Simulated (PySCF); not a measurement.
La³⁹⁺: ionisation energy

La³⁹⁺ [Ar] (1S) → La⁴⁰⁺ [Ne] 3s2 3p5 (2P), as a difference of total energies. Computed with PySCF 2.14 in an even-tempered Gaussian basis (18 s from 7.3 bohr⁻², ratio 2.5; 12 p from 9.5 bohr⁻², ratio 2.5; 4 d from 42 bohr⁻², ratio 2.7; 4 f from 63 bohr⁻², ratio 2.7), with scalar relativity by spin-free X2C-1e. Correlated levels: outer shells: 1s2 frozen; virtual orbitals above 40 to 60 times the deepest correlated orbital energy dropped. The calculations carry no spin-orbit coupling.

```
                method  ionisation energy (eV)
                   UHF                  2982.9
                   LDA                  2984.0
                   PBE                  2984.3
                  PBE0                  2984.5
                r2SCAN                  2985.2
                 TPSSh                  2984.5
                PBEsol                  2983.8
    MP2 (outer shells)                  2983.9
SCS-MP2 (outer shells)                  2983.8
```

A first-order spin-orbit estimate (lowest level to lowest level, LS coupling) adds -31.811 eV.

Breit and QED terms and the two-electron picture change are absent.

For comparison: 2950 ± 4 eV (theoretical estimate listed by NIST; NIST Atomic Spectra Database, ionization energies).
